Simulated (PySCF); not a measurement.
PySCF input file for Si(NMe2)(SiH3) (C2H9NSi2), SMILES CN(C)[Si][SiH3] (connectivity only; charge and spin as stated), neutral, multiplicity 1, PBE-D3(BJ)/def2-SVP. Coordinates come from a PBE-D3(BJ)/def2-SVP optimisation. Other conformers were not sampled.

```python
import numpy as np
from pyscf import gto, scf, dft, df
from pyscf.hessian import thermo

mol = gto.M(
    atom='''
    Si    1.18172951    0.13512646   -0.00000000
    N    -0.08056426   -1.08624789   -0.00000000
    C     0.33842018   -2.48789551   -0.00000000
    C    -1.53146881   -0.96091487   -0.00000000
    H    -0.04867712   -3.02081233    0.89787179
    H    -0.04867713   -3.02081233   -0.89787178
    H     1.44405518   -2.55410216   -0.00000000
    H    -1.97216847   -1.45429119   -0.89607985
    H    -1.97216846   -1.45429119    0.89607986
    H    -1.84650676    0.09844820    0.00000000
    Si   -0.20409422    2.13861714    0.00000000
    H     0.68751823    3.35634931    0.00000000
    H    -1.10401394    2.25684939    1.21283488
    H    -1.10401395    2.25684939   -1.21283488
    ''',
    basis='def2-SVP',
    charge=0,
    spin=0,
    max_memory=1600,
    verbose=3,
)
mf = dft.RKS(mol, xc='pbe').density_fit(auxbasis='def2-universal-jkfit')
mf.disp = 'd3bj'
mf.grids.level = 3
mf.conv_tol = 1e-11
mf.max_cycle = 100
mf.kernel()

# [left out here: the lines that compute and print the analytic Hessian (its translational invariance restored by hand, since the grid's response is missing), thermochemistry and intensities]
```

Output:

```
[...]
Normal mode                   x     y     z       x     y     z       x     y     z
       0  Si                -0.00 -0.00 -0.00    0.00 -0.00  0.00    0.02  0.01 -0.00
       1   N                 0.00 -0.00  0.10   -0.13  0.14  0.00   -0.14 -0.09  0.00
       2   C                -0.00 -0.00 -0.10    0.04 -0.10  0.00    0.09  0.04 -0.00
       3   C                 0.00 -0.00 -0.08    0.09 -0.07 -0.00    0.07  0.07  0.00
       4   H                -0.03  0.39  0.12   -0.02 -0.04 -0.00   -0.24  0.08 -0.11
       5   H                 0.03 -0.39  0.12   -0.02 -0.04  0.00   -0.24  0.08  0.11
       6   H                 0.00  0.00  0.22    0.04 -0.13 -0.00    0.06 -0.26  0.00
       7   H                -0.32 -0.05  0.11   -0.05  0.12 -0.04    0.11 -0.17  0.10
       8   H                 0.32  0.05  0.11   -0.05  0.12  0.04    0.11 -0.17 -0.10
       9   H                -0.00 -0.00  0.20    0.32  0.00  0.00   -0.19 -0.01 -0.00
      10  Si                 0.00  0.00 -0.00   -0.00 -0.00 -0.00   -0.00 -0.00  0.00
      11   H                 0.00 -0.00 -0.01    0.01 -0.01  0.00    0.00 -0.00  0.00
      12   H                -0.00 -0.01  0.00   -0.01 -0.00 -0.00    0.00  0.00  0.00
      13   H                 0.00  0.01  0.00   -0.01 -0.00  0.00    0.00  0.00 -0.00
Mode                                21                  22                  23
Irrep
Freq [cm^-1]                     1367.1350           1392.6401           1394.2893
Reduced mass [au]                   1.1506              1.0367              1.1762
Force const [Dyne/A]                1.2670              1.1846              1.3472
Char temp [K]                    1967.0028           2003.6991           2006.0719
Normal mode                   x     y     z       x     y     z       x     y     z
       0  Si                -0.00  0.00  0.00   -0.00 -0.00 -0.00   -0.00 -0.00 -0.00
       1   N                -0.02  0.01  0.00    0.00  0.00  0.01    0.01  0.01 -0.00
       2   C                -0.02  0.08 -0.00   -0.00  0.00 -0.03   -0.03  0.06  0.00
       3   C                -0.06  0.01 -0.00    0.00 -0.00  0.04    0.09 -0.01 -0.00
       4   H                 0.20 -0.33 -0.13    0.25 -0.11  0.03    0.24 -0.18 -0.02
       5   H                 0.20 -0.33  0.13   -0.25  0.11  0.03    0.24 -0.18  0.02
       6   H                -0.05 -0.44  0.00   -0.00 -0.00  0.39   -0.06 -0.41 -0.00
       7   H                 0.31 -0.08 -0.12   -0.25  0.33 -0.04   -0.38  0.07  0.17
       8   H                 0.31 -0.08  0.12    0.25 -0.33 -0.04   -0.38  0.07 -0.17
       9   H                 0.30  0.11  0.00   -0.00 -0.00 -0.57   -0.35 -0.13  0.00
      10  Si                 0.00 -0.00  0.00    0.00  0.00 -0.00    0.00  0.00  0.00
      11   H                -0.00 -0.00 -0.00   -0.00  0.00  0.01   -0.00  0.00 -0.00
      12   H                 0.00 -0.00  0.00    0.00  0.00 -0.00   -0.00  0.00 -0.01
      13   H                 0.00 -0.00 -0.00   -0.00 -0.00 -0.00   -0.00  0.00  0.01
Mode                                24                  25                  26
Irrep
Freq [cm^-1]                     1406.3911           1412.8161           1438.0164
Reduced mass [au]                   1.0386              1.0471              1.0649
Force const [Dyne/A]                1.2103              1.2315              1.2975
Char temp [K]                    2023.4836           2032.7279           2068.9854
Normal mode                   x     y     z       x     y     z       x     y     z
       0  Si                 0.00  0.00 -0.00   -0.00 -0.00  0.00   -0.00 -0.00 -0.00
       1   N                -0.00  0.00  0.02    0.01 -0.01  0.00    0.04  0.04  0.00
       2   C                -0.00 -0.00  0.04    0.03  0.03  0.00    0.02  0.01  0.00
       3   C                -0.00  0.00  0.02    0.02 -0.04  0.00   -0.00  0.02  0.00
       4   H                -0.37  0.17 -0.03   -0.22 -0.25 -0.25   -0.24 -0.31 -0.28
       5   H                 0.37 -0.17 -0.03   -0.22 -0.25  0.25   -0.24 -0.31  0.28
       6   H                -0.00 -0.00 -0.58    0.03  0.17 -0.00    0.03  0.28 -0.00
       7   H                -0.17  0.22 -0.02    0.09  0.37 -0.25   -0.20 -0.25  0.24
       8   H                 0.17 -0.22 -0.02    0.09  0.37  0.25   -0.20 -0.25 -0.24
       9   H                 0.00  0.00 -0.38   -0.37 -0.14 -0.00    0.25  0.08  0.00
      10  Si                -0.00 -0.00  0.00    0.00  0.00  0.00   -0.00 -0.00  0.00
      11   H                 0.00 -0.00  0.01   -0.00  0.00  0.00   -0.01  0.00 -0.00
      12   H                 0.00  0.00 -0.00   -0.00  0.00 -0.00   -0.00  0.00 -0.00
      13   H                -0.00 -0.00 -0.00   -0.00  0.00  0.00   -0.00  0.00  0.00
Mode                                27                  28                  29
Irrep
Freq [cm^-1]                     2097.6595           2110.8465           2141.2382
Reduced mass [au]                   1.0263              1.0501              1.0445
Force const [Dyne/A]                2.6607              2.7568              2.8215
Char temp [K]                    3018.0649           3037.0381           3080.7650
Normal mode                   x     y     z       x     y     z       x     y     z
       0  Si                -0.00 -0.00 -0.00   -0.00  0.00  0.00    0.00  0.00  0.00
       1   N                 0.00  0.00 -0.00    0.00 -0.00 -0.00   -0.00  0.00 -0.00
       2   C                 0.00  0.00 -0.00   -0.00  0.00 -0.00    0.00 -0.00  0.00
       3   C                -0.00  0.00 -0.00    0.00 -0.00 -0.00    0.00  0.00 -0.00
       4   H                -0.00  0.00  0.00    0.00  0.00  0.00    0.00  0.00  0.00
       5   H                -0.00  0.00 -0.00   -0.00 -0.00  0.00    0.00  0.00 -0.00
       6   H                -0.00 -0.00  0.00    0.00 -0.00  0.00   -0.00  0.00  0.00
       7   H                 0.00 -0.00 -0.00    0.00 -0.00  0.00   -0.00  0.00 -0.00
       8   H                 0.00 -0.00  0.00   -0.00  0.00  0.00   -0.00  0.00  0.00
       9   H                 0.00  0.00  0.00   -0.00  0.00  0.01   -0.00 -0.00  0.00
      10  Si                -0.02  0.01  0.00    0.00 -0.00  0.04    0.02  0.03  0.00
      11   H                -0.11 -0.12  0.00    0.00  0.00  0.01   -0.57 -0.78  0.00
      12   H                 0.40 -0.04 -0.56    0.41 -0.05 -0.55   -0.06  0.02  0.09
      13   H                 0.40 -0.04  0.56   -0.41  0.05 -0.55   -0.06  0.02 -0.09
Mode                                30                  31                  32
Irrep
Freq [cm^-1]                     2925.4979           2930.4667           2991.0856
Reduced mass [au]                   1.0368              1.0383              1.1032
Force const [Dyne/A]                5.2282              5.2534              5.8154
Char temp [K]                    4209.1402           4216.2891           4303.5063
Normal mode                   x     y     z       x     y     z       x     y     z
       0  Si                -0.00  0.00 -0.00   -0.00 -0.00  0.00    0.00  0.00 -0.00
       1   N                -0.00  0.00 -0.00    0.00  0.00 -0.00   -0.00  0.00  0.00
       2   C                 0.01  0.04  0.00    0.00  0.03  0.00   -0.00  0.00 -0.04
       3   C                -0.03 -0.02  0.00    0.04  0.02 -0.00   -0.00 -0.00 -0.08
       4   H                -0.17 -0.22  0.41   -0.14 -0.19  0.34   -0.12 -0.15  0.26
       5   H                -0.17 -0.22 -0.41   -0.14 -0.19 -0.34    0.12  0.15  0.26
       6   H                 0.28 -0.01  0.00    0.23 -0.01  0.00    0.00 -0.00 -0.01
       7   H                 0.15  0.18  0.34   -0.19 -0.22 -0.41    0.23  0.27  0.47
       8   H                 0.15  0.18 -0.34   -0.19 -0.22  0.41   -0.23 -0.27  0.47
       9   H                 0.05 -0.19  0.00   -0.06  0.23 -0.00    0.00 -0.00 -0.02
      10  Si                -0.00 -0.00 -0.00    0.00 -0.00 -0.00   -0.00 -0.00 -0.00
      11   H                 0.00  0.00 -0.00   -0.00  0.00  0.00    0.00  0.00  0.00
      12   H                 0.00  0.00  0.00   -0.00  0.00  0.00   -0.00  0.00  0.00
      13   H                 0.00  0.00 -0.00   -0.00  0.00 -0.00    0.00 -0.00  0.00
Mode                                33                  34                  35
Irrep
Freq [cm^-1]                     2997.7678           3063.7008           3084.1722
Reduced mass [au]                   1.1050              1.1016              1.0990
Force const [Dyne/A]                5.8506              6.0923              6.1594
Char temp [K]                    4313.1204           4407.9833           4437.4371
Normal mode                   x     y     z       x     y     z       x     y     z
       0  Si                -0.00 -0.00 -0.00    0.00 -0.00  0.00    0.00  0.00 -0.00
       1   N                 0.00  0.00  0.00    0.00  0.00 -0.00   -0.00 -0.00 -0.00
       2   C                -0.00  0.00 -0.08    0.09  0.01 -0.00   -0.00  0.00 -0.00
       3   C                 0.00  0.00  0.04   -0.00 -0.00  0.00    0.01 -0.09 -0.00
       4   H                -0.22 -0.28  0.47   -0.07 -0.11  0.20   -0.00  0.00 -0.00
       5   H                 0.22  0.28  0.47   -0.07 -0.11 -0.20   -0.00  0.00  0.00
       6   H                 0.00 -0.00 -0.02   -0.88  0.05 -0.00    0.01 -0.00 -0.00
       7   H                -0.12 -0.15 -0.26   -0.00  0.00  0.00    0.07  0.08  0.17
       8   H                 0.12  0.15 -0.26   -0.00  0.00 -0.00    0.07  0.08 -0.17
       9   H                -0.00  0.00  0.01   -0.01  0.01 -0.00   -0.25  0.87 -0.00
      10  Si                -0.00 -0.00  0.00   -0.00  0.00 -0.00    0.00  0.00 -0.00
      11   H                -0.00 -0.00 -0.00   -0.00  0.00 -0.00   -0.00 -0.00 -0.00
      12   H                 0.00 -0.00 -0.00   -0.00  0.00  0.00   -0.00 -0.00 -0.00
      13   H                -0.00  0.00 -0.00   -0.00  0.00 -0.00   -0.00 -0.00  0.00
temperature 298.1500 [K]
pressure 101325.00 [Pa]
Rotational constants [GHz] 5.48088 1.75555 1.37457
Symmetry number 1
Zero-point energy (ZPE) 0.10396 [Eh]   272943.719 [J/mol]
                           tot       elec      trans        rot        vib
Entropy [J/mol/K]       373.631      0.000    166.581    115.427     91.622
Cv [J/mol/K]            123.237      0.000     12.472     12.472     98.294
Cp [J/mol/K]            131.552      0.000     20.786     12.472     98.294
Internal energy [J/mol]                      3718.434   3718.434 288143.121
Internal energy [Eh]   -714.46287  -714.57545
Enthalpy [J/mol]                             6197.391   3718.434 288143.121
Enthalpy [Eh]          -714.46192
Gibbs free energy [J/mol]                  -43468.882 -30696.261 260826.023
Gibbs free energy [Eh] -714.50435
mode   freq/cm-1   IR/(km/mol)
   1       86.22         0.243
   2      105.94         0.396
   3      155.78         0.748
   4      157.41         0.424
   5      238.21         0.956
   6      285.21         1.070
   7      339.86         3.057
   8      379.39        19.421
   9      382.68         5.793
  10      393.10        10.839
  11      487.89        38.517
  12      645.96         8.966
  13      822.35       225.053
  14      895.45        32.774
  15      908.02        21.433
  16      985.11        68.065
  17     1026.26         2.667
  18     1056.38         0.337
  19     1112.93         2.734
  20     1171.79        30.906
  21     1242.95         8.806
  22     1367.13         1.466
  23     1392.64         0.302
  24     1394.29         6.097
  25     1406.39        14.101
  26     1412.82        17.645
  27     1438.02         3.510
  28     2097.66        79.429
  29     2110.85        97.506
  30     2141.24       108.443
  31     2925.50        27.928
  32     2930.47        98.104
  33     2991.09        39.179
  34     2997.77         4.612
  35     3063.70         4.688
  36     3084.17         5.776
max |gradient| / (hartree/bohr): 7.053373289157833e-05
APT charges: [ 0.3681 -0.6088  0.2676  0.2304 -0.0465 -0.0465  0.04   -0.0381 -0.0381
  0.0184  0.5741 -0.2193 -0.2508 -0.2508]
```

The calculation finished and met its thresholds.

Cost: around 4 core-minutes (rough).
